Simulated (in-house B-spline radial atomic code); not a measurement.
Configurations of Pb3+, with energies counted from [Xe] 4f14 5d10 6s1. All numbers are computed (Dirac-Hartree-Fock, average of configuration; Fermi nucleus of rms radius 5.5012 fm) with an all-electron radial atomic-structure program (B-spline basis), not measured. Energies include first-order Breit, QED and recoil terms.

Occupations are held fixed; configurations that lie above the ionisation limit could autoionise.

```tsv
configuration	E - E(ref) (eV)	highest orbital	its <r> (bohr)
[Xe] 4f14 5d10 9s1	33.125	9s1/2	11.11
[Xe] 4f14 (5d3/2)3 (5d5/2)6 6s1 (7p3/2)1	42.079	7p3/2	5.204
[Xe] 4f14 (5d3/2)4 (5d5/2)5 (5g7/2)1 6s1	46.128	5g7/2	6.835
[Kr] 4d10 4f14 5s2 (5p1/2)2 (5p3/2)3 5d10 6s1 (9p1/2)1	116.87	9p1/2	12.02
[Kr] (4d3/2)3 (4d5/2)6 4f14 5s2 5p6 5d10 (5f5/2)1 6s1	461.58	5f5/2	3.619
[Kr] (4d3/2)3 (4d5/2)6 4f14 5s2 5p6 5d10 6s1 (7g7/2)1	472.1	7g7/2	15.79
```

(1) Order these further configurations by energy, lowest first.
A. [Kr] (4d3/2)4 (4d5/2)5 4f14 5s2 5p6 5d10 6s1 (6p1/2)1
B. [Xe] 4f14 5d10 10s1
C. [Xe] 4f14 5d10 (9p3/2)1
D. [Kr] 4d10 4f14 5s2 (5p1/2)1 (5p3/2)4 5d10 6s1 (8d5/2)1
E. [Xe] 4f14 5d10 (10p1/2)1

(2) How far above the reference does [Xe] (4f5/2)6 (4f7/2)7 5d10 6s1 (8d5/2)1 lie?

(3) How far above the reference does [Kr] (4d3/2)4 (4d5/2)5 4f14 5s2 5p6 5d10 6s2 lie?

Results:

(1) C (34.112 eV), B (35.253 eV), E (35.724 eV), D (138.46 eV), A (420.44 eV).

(2) 166.67 eV; its least bound orbital is 8d5/2 with <r> = 10.46 bohr.

(3) 412.03 eV; its least bound orbital is 6s1/2 with <r> = 2.08 bohr.
